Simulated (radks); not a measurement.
Dynamic dipole polarisability and lines of the aluminium ion Al+, [Ne] 3s2. Code: a radial shooting solver on a logarithmic mesh with Libxc functionals. Model: scalar-relativistic Kohn-Sham, LDA (Slater exchange, VWN5 correlation), spin-unpolarised, spherical densities, finite nucleus; Fermi nuclear charge, rms radius of each element as measured or else 0.836 A^(1/3) + 0.57 fm. Time-dependent linear response with the Hartree and adiabatic LDA kernel, continuum included through the Sternheimer equations, no spin-orbit coupling, so fine structure and intercombination lines are absent. Lines are the poles of the dipole polarisability below minus the highest occupied eigenvalue, found on a grid refined at the orbital gaps; the lowest seven at most are given, and weak or close lines can be missed. The first line takes the name of the lowest orbital gap if no other gap lies below it; otherwise a line is named after a gap within 0.6 % of it, if that gap stands alone.

photon energy (eV)  alpha (bohr^3)
0                            23.31
1.224                        23.93
2.694                        26.69
4.163                        33.46
5.632                        52.73
7.102                        216.9
8.571                       -75.08
10.040                      -28.52
11.510                      -16.32
12.979                      -11.46
14.448                      -8.082

Lines (eV, oscillator strength): 7.510 (165.1 nm, 3s-3p), f = 1.74; 12.521 (99.02 nm, 3s-4p), f = 0.00640. Higher lines, where found, are left out when the end of the mesh affects them. Those listed give 98 % of the static polarisability (sum of f/w^2). Orbital energy gaps for comparison: 3s-3p 5.767 eV; 3s-4p 12.491 eV. At laser wavelengths: 1550 nm 23.57, 1064 nm 23.87, 780 nm 24.38, 532 nm 25.75, 355 nm 29.62, 266 nm 37.65, 193 nm 85.73 bohr^3. Measured terms reached by dipole lines (averaged over J; NIST Handbook of Basic Atomic Spectroscopic Data, eV): 3s-3p 7.421; 3s-4p 13.257; those above the model threshold have no computed partner.
